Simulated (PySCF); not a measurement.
**Gallium: a sound run and one with changed settings**

Sound run: Ga⁺ [Ar] 3d10 4s2, Ga²⁺ [Ar] 3d10 4s1. Computed with PySCF 2.14 in cc-pVDZ-DK (5s4p2d, 27 functions), with scalar relativity by spin-free X2C-1e. In the sound run the correlated levels freeze [Ar] 3d10. The sound run starts from symmetry-adapted Hartree-Fock orbitals and uses a fine grid where one is needed.

Changed run: initial guess minao, at most 50 SCF cycles.

```tsv
species	method	sound run (hartree)	changed run (hartree)	converged
Ga⁺	UHF	-1941.88168	-1941.88168	yes
Ga⁺	TPSS	-1943.50375	-1943.50375	yes
Ga⁺	CCSD(T)	-1941.91730	-1941.91730	yes
Ga²⁺	PBE	-1942.48278	-1942.48278	yes
```

Here the plain start reaches the same solutions.
